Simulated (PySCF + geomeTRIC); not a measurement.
Species: C2H4S3, SMILES `SC1SCS1` (H–S–C–S torsion 94°) (charge 0, multiplicity 1).

Question: Give a relaxed geometry from PBE0-D3(BJ)/def2-TZVP in PySCF + geomeTRIC.

Answer: Several could match; the one computed here: the end point of this relaxation, one of several conformers (outside a Z-matrix the atoms follow the SMILES, hydrogens last).
Z-matrix (Å, degrees):
```
C
H 1 1.0883
S 1 1.7988 2 108.74
H 3 1.3447 1 96.54 2 34.21
S 1 1.8146 2 112.50 3 -123.34
C 5 1.8158 1 85.82 2 -113.65
H 6 1.0891 5 112.39 1 115.31
H 6 1.0892 7 110.57 5 -127.01
S 6 1.8128 7 112.57 8 -127.64
```
